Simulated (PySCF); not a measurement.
# How good is the calculation?

Geometry:
```tsv
atom	x (Å)	y (Å)	z (Å)
C1	2.976	-0.335	0.423
C2	1.642	0.381	0.345
O3	1.552	1.592	0.437
N4	0.574	-0.440	0.157
C5	-0.818	-0.002	0.002
C6	-0.948	0.909	-1.221
C7	-1.278	0.730	1.265
C8	-1.652	-1.265	-0.199
H9	2.961	-1.130	1.185
H10	3.750	0.398	0.677
H11	3.223	-0.798	-0.545
H12	0.755	-1.431	0.076
H13	-1.991	1.238	-1.344
H14	-0.310	1.795	-1.101
H15	-0.643	0.376	-2.134
H16	-2.326	1.050	1.162
H17	-0.652	1.616	1.437
H18	-1.201	0.070	2.143
H19	-1.331	-1.814	-1.099
H20	-2.712	-1.004	-0.325
H21	-1.571	-1.937	0.671
```

Measured values that the calculation should reproduce: δ 13C C5 49.9; C6/C7/C8 28.6; δ 1H H13/H14/H15/H16/H17/H18/H19/H20/H21 1.28 ppm (measured; solution, not stated per compound (mostly CDCl3 or CCl4); Pretsch, Buehlmann, Badertscher, Structure Determination of Organic Compounds, 4th ed. (2009)).

[PySCF: σ from GIAO-PBE0/pcSseg-1; coordinates at the PBE0-D3(BJ)/def2-SVP level; one conformer; no solvent; non-relativistic; one averaged value for each set of equivalent atoms]

(1) What does the calculation give, and how does it compare?

(2) How far are the unscaled 13C shifts from the references?

## Answers

(1) 
Reference values: measured (solution, not stated per compound (mostly CDCl3 or CCl4); Pretsch, Buehlmann, Badertscher, Structure Determination of Organic Compounds, 4th ed. (2009)).
```json
{"atoms": "C5", "quantity": "δ 13C", "reference": "49.9", "computed": "50.0", "computed, scaled": "47.8"}
{"atoms": "C6/C7/C8", "quantity": "δ 13C", "reference": "28.6", "computed": "29.2", "computed, scaled": "27.6"}
{"atoms": "H13/H14/H15/H16/H17/H18/H19/H20/H21", "quantity": "δ 1H", "reference": "1.28", "computed": "1.32", "computed, scaled": "1.47"}
```

Computed shifts are σ(ref) − σ with the named reference compound (TMS for H and C) calculated as an isolated molecule at the same level. The measured values may be among those fitted. Shieldings were converted by linear fits to measured shifts (mostly CDCl3, TMS scale, for H and C): 13C (scatter 2.0 ppm rms, 2.2 ppm with the 3 outliers that the fit left out); 1H (scatter 0.21 ppm rms). Occasional misses reach two or three times the rms, and more in compound classes unlike the fitted ones. H not on carbon is unscaled (vs computed TMS).

(2) Mean signed difference +0.35 ppm, mean absolute 0.35 ppm over 2 comparisons; the largest is +0.6 ppm at C6/C7/C8 (methyl carbon).
